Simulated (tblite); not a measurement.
C3H4AlClO3.
Atom-mapped SMILES: `[Cl:1][C:2]1=[CH:3][O:4][CH:5]=[O+:6][AlH2-:7][O:8]1` (hydrogens: H9 on C3; H10 on C5; H11, H12 on Al7)
Bond orders are those of one Lewis drawing.

Computed with GFN2-xTB (tblite), gas phase: L-BFGS steps from a force-field or distance-geometry start until the largest atomic force falls under 0.01 eV/Å.

Step 25: E = -717.6204 eV
```
atom  x, y, z in Å  |  force x, y, z in eV/Å
Cl1     3.0543   -0.9275   -0.6567   -0.122  -0.019  -0.023
C2      1.4069   -0.4031   -0.4188    0.031   0.129   0.049
C3      1.2388    0.9377   -0.4284   -0.008   0.113   0.014
O4      0.0948    1.6905   -0.1982    0.005  -0.022   0.043
C5     -1.1093    1.3508    0.0733   -0.045  -0.022   0.034
O6     -1.6321    0.2288    0.1225    0.122  -0.045   0.071
Al7    -1.0685   -1.5067    0.4296   -0.151  -0.158  -0.100
O8      0.5388   -1.3228   -0.2263    0.074  -0.001   0.079
H9      2.0707    1.6112   -0.5492    0.038  -0.066  -0.100
H10    -1.7180    2.2399    0.2989    0.015   0.006  -0.103
H11    -0.9770   -1.4325    1.9696   -0.023  -0.057  -0.009
H12    -1.8980   -2.4670   -0.4424    0.063   0.141   0.046
```

Step 26: E = -717.6245 eV
```
atom  x, y, z in Å  |  force x, y, z in eV/Å
Cl1     3.0561   -0.9273   -0.6500   -0.160  -0.002  -0.019
C2      1.4060   -0.4013   -0.4145    0.038   0.103   0.030
C3      1.2397    0.9409   -0.4287   -0.019  -0.002  -0.002
O4      0.0962    1.6904   -0.1991   -0.050  -0.007   0.052
C5     -1.1069    1.3491    0.0768    0.008  -0.012   0.002
O6     -1.6288    0.2269    0.1300    0.099  -0.050   0.070
Al7    -1.0771   -1.5097    0.4300    0.016  -0.085  -0.097
O8      0.5387   -1.3229   -0.2238    0.052   0.054   0.110
H9      2.0668    1.6159   -0.5649    0.076  -0.067  -0.079
H10    -1.7129    2.2385    0.2971   -0.038   0.045  -0.078
H11    -0.9802   -1.4389    1.9688   -0.035  -0.066   0.002
H12    -1.8965   -2.4623   -0.4478    0.012   0.090   0.008
```

Step 27: E = -717.6279 eV
```
atom  x, y, z in Å  |  force x, y, z in eV/Å
Cl1     3.0547   -0.9276   -0.6428   -0.141   0.005  -0.025
C2      1.4060   -0.3983   -0.4103    0.010   0.028   0.023
C3      1.2399    0.9439   -0.4302   -0.021  -0.035  -0.014
O4      0.0965    1.6908   -0.2007   -0.059   0.018   0.051
C5     -1.1050    1.3479    0.0801    0.024  -0.030  -0.014
O6     -1.6239    0.2242    0.1384    0.072  -0.018   0.064
Al7    -1.0834   -1.5143    0.4285    0.163   0.012  -0.039
O8      0.5395   -1.3215   -0.2189    0.030   0.086   0.126
H9      2.0647    1.6183   -0.5808    0.084  -0.063  -0.058
H10    -1.7094    2.2383    0.2961   -0.072   0.052  -0.062
H11    -0.9838   -1.4461    1.9678   -0.045  -0.079  -0.004
H12    -1.8946   -2.4562   -0.4532   -0.047   0.023  -0.048
```

Step 28: E = -717.6316 eV
```
atom  x, y, z in Å  |  force x, y, z in eV/Å
Cl1     3.0522   -0.9288   -0.6310   -0.094   0.009  -0.037
C2      1.4064   -0.3947   -0.4050   -0.017  -0.001   0.013
C3      1.2395    0.9472   -0.4362   -0.018  -0.066  -0.011
O4      0.0959    1.6920   -0.2046   -0.050   0.042   0.041
C5     -1.1032    1.3472    0.0845    0.036  -0.015  -0.021
O6     -1.6173    0.2219    0.1508    0.030   0.003   0.053
Al7    -1.0872   -1.5188    0.4259    0.262   0.090   0.039
O8      0.5409   -1.3182   -0.2100    0.005   0.079   0.130
H9      2.0639    1.6184   -0.6023    0.071  -0.049  -0.038
H10    -1.7080    2.2383    0.2980   -0.075   0.034  -0.057
H11    -0.9896   -1.4571    1.9659   -0.051  -0.089  -0.006
H12    -1.8921   -2.4480   -0.4620   -0.098  -0.036  -0.104
```

Problem. Estimate the geometry and energy of step 29. (The exact step hangs on the optimiser's Hessian estimate; all steps are aligned on step 28, rigid shifts and turns removed.)

Solution. E = -717.6368 eV, largest force 0.336 eV/Å
```
atom  x, y, z in Å  |  force x, y, z in eV/Å
Cl1     3.0469   -0.9303   -0.6146   -0.006   0.004  -0.059
C2      1.4069   -0.3894   -0.3970   -0.050  -0.045   0.001
C3      1.2386    0.9511   -0.4458   -0.008  -0.034  -0.002
O4      0.0947    1.6948   -0.2096   -0.004   0.061   0.009
C5     -1.1004    1.3465    0.0907    0.018  -0.005  -0.018
O6     -1.6069    0.2188    0.1700   -0.022   0.056   0.030
Al7    -1.0880   -1.5237    0.4230    0.289   0.127   0.116
O8      0.5425   -1.3119   -0.1940    0.004   0.047   0.117
H9      2.0638    1.6170   -0.6341    0.022  -0.042  -0.005
H10    -1.7078    2.2381    0.2995   -0.065   0.003  -0.052
H11    -0.9990   -1.4752    1.9627   -0.052  -0.099   0.010
H12    -1.8899   -2.4364   -0.4767   -0.127  -0.073  -0.147
```

The energy changes by -0.0052 eV. The first-order estimate −F·Δx gives -0.0071 eV and the mean of the old and new forces, exact on a quadratic surface, -0.0052 eV. The step makes an angle of 73° with the force vector and moves no atom by more than 0.032 Å.

What follows is the cost of the whole relaxation. Time: 0.76 s wall. Hardware: one thread, Arm Neoverse N1 (aarch64), shared host with 64 logical CPUs at a one-minute load of 60.
